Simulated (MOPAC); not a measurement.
A run for MOPAC: AM1 on H2OSSi (SMILES O[Si]S), a point of a torsion scan.

```
AM1 1SCF PRECISE CHARGE=0 THREADS=1
H2OSSi

O     -1.01485695 1     0.37816496 1    -0.40571943 1
Si    -0.32401900 1    -1.06227215 1    -0.69874374 1
S      0.98791643 1    -1.27225865 1     1.05430649 1
H     -1.80054701 1     0.64891829 1     0.05662400 1
H      0.70457483 1    -0.10680590 1     1.62206230 1
```

The log:

```
*******************************************************************************
 **                                                                           **
 **                              MOPAC v23.2.5                                **
 **                                                                           **
 *******************************************************************************
 ** MOPAC's Digital Object Identifier: https://doi.org/10.5281/zenodo.6511958 **
 **                                                                           **
 ** Please cite the open-source release paper for use of this MOPAC version:  **
 ** J. E. Moussa and J. J. P. Stewart (2026)                                  **
 ** MOPAC: An open-source semiempirical molecular orbital program             **
 ** J. Open Source Softw., 11(119), 8025, https://doi.org/10.21105/joss.08025 **
 *******************************************************************************

                              AM1 CALCULATION RESULTS

 *******************************************************************************
 *  AM1        - The AM1 Hamiltonian to be used
 *
 *
 *
 *                 CHARGE ON SYSTEM = 0
 *
 *
 *
 *  PRECISE    - TIGHTER CRITERIA TO BE USED
 *  1SCF       - DO 1 SCF AND THEN STOP
 *  THREADS=1  - MULTI-THREADING NOT USED
 *  T=         - A TIME OF 172800.0 SECONDS REQUESTED
 *  DUMP=N     - RESTART FILE WRITTEN EVERY 7200.0 SECONDS REQUESTED
 *******************************************************************************
AM1 1SCF PRECISE CHARGE=0 THREADS=1
 H2OSSi

   ATOM   CHEMICAL          X               Y               Z
  NUMBER   SYMBOL      (ANGSTROMS)     (ANGSTROMS)     (ANGSTROMS)

     1       O         -1.01485695  *   0.37816496  *  -0.40571943  *
     2      Si         -0.32401900  *  -1.06227215  *  -0.69874374  *
     3       S          0.98791643  *  -1.27225865  *   1.05430649  *
     4       H         -1.80054701  *   0.64891829  *   0.05662400  *
     5       H          0.70457483  *  -0.10680590  *   1.62206230  *



          CARTESIAN COORDINATES

    NO.       ATOM           X           Y           Z

     1         O         -1.0149      0.3782     -0.4057
     2        Si         -0.3240     -1.0623     -0.6987
     3         S          0.9879     -1.2723      1.0543
     4         H         -1.8005      0.6489      0.0566
     5         H          0.7046     -0.1068      1.6221

  H: (AM1): M.J.S. DEWAR ET AL, J. AM. CHEM. SOC. 107 3902-3909 (1985)
  O: (AM1): M.J.S. DEWAR ET AL, J. AM. CHEM. SOC. 107 3902-3909 (1985)
 Si: (AM1): M.J.S.DEWAR, C. JIE, ORGANOMETALLICS, 6, 1486-1490 (1987).
  S: (AM1): M.J.S. DEWAR, Y-C YUAN, INORGANIC CHEMISTRY, 29, 3881:3890,  (1990)

           Empirical Formula: H2 O Si S  =     5 atoms



      MOLECULAR POINT GROUP   :   C1


      RHF CALCULATION, NO. OF DOUBLY OCCUPIED LEVELS = 9


 -------------------------------------------------------------------------------
 AM1 1SCF PRECISE CHARGE=0 THREADS=1
 H2OSSi



     1SCF WAS SPECIFIED, SO BFGS WAS NOT USED
     SCF FIELD WAS ACHIEVED


                              AM1 CALCULATION
                                                       MOPAC v23.2.5 Linux




          FINAL HEAT OF FORMATION =        -25.87841 KCAL/MOL =    -108.27527 KJ/MOL


          COSMO AREA              =        108.19 SQUARE ANGSTROMS
          COSMO VOLUME            =         97.41 CUBIC ANGSTROMS

          IONIZATION POTENTIAL    =          8.055593 EV
          HOMO LUMO ENERGIES (EV) =         -8.056 -0.962
          NO. OF FILLED LEVELS    =          9
          MOLECULAR WEIGHT        =         78.1607         POINT GROUP:  C1

          MOLECULAR DIMENSIONS (Angstroms)

            Atom       Atom       Distance
            H     4    S     3     3.53013
            H     5   Si     2     2.54118
            S     3    O     1     0.54881


          SCF CALCULATIONS        =          1





   ATOM   CHEMICAL          X               Y               Z
  NUMBER   SYMBOL      (ANGSTROMS)     (ANGSTROMS)     (ANGSTROMS)

     1       O         -1.01485695  *   0.37816496  *  -0.40571943  *
     2      Si         -0.32401900  *  -1.06227215  *  -0.69874374  *
     3       S          0.98791643  *  -1.27225865  *   1.05430649  *
     4       H         -1.80054701  *   0.64891829  *   0.05662400  *
     5       H          0.70457483  *  -0.10680590  *   1.62206230  *

                             CARTESIAN COORDINATES

   1    O       -1.014856950     0.378164960    -0.405719430
   2   Si       -0.324019000    -1.062272150    -0.698743740
   3    S        0.987916430    -1.272258650     1.054306490
   4    H       -1.800547010     0.648918290     0.056624000
   5    H        0.704574830    -0.106805900     1.622062300


           Empirical Formula: H2 O Si S  =     5 atoms



      MOLECULAR POINT GROUP   :   C1


                  EIGENVALUES
 -37.14461 -19.96069 -18.73928 -15.04761 -14.57452 -13.91744 -11.19093  -9.96756
  -8.05559  -0.96159  -0.33116   1.12949   1.69787   5.29545


              NET ATOMIC CHARGES AND DIPOLE CONTRIBUTIONS

  ATOM NO.   TYPE          CHARGE      No. of ELECS.   s-Pop       p-Pop
    1          O          -0.697044        6.6970     1.79844     4.89860
    2         Si           0.799585        3.2004     1.55094     1.64947
    3          S          -0.481012        6.4810     1.91771     4.56330
    4          H           0.288348        0.7117     0.71165
    5          H           0.090122        0.9099     0.90988
 DIPOLE           X         Y         Z       TOTAL
 POINT-CHG.    -2.318    -1.554    -2.981     4.083
 HYBRID        -1.105     3.693     2.970     4.866
 SUM           -3.423     2.139    -0.011     4.036


          ATOMIC ORBITAL ELECTRON POPULATIONS

     Atom    s        px        py        pz
    1  O   1.79844   1.49743   1.63499   1.76617
    2 Si   1.55094   0.38888   0.54703   0.71357
    3  S   1.91771   1.71980   1.29460   1.54889
    4  H   0.71165
    5  H   0.90988

 **********************
 *                    *
 * JOB ENDED NORMALLY *
 *                    *
 **********************




 == MOPAC DONE ==
```

The run finished.

Cost: roughly 0.04 core-seconds.
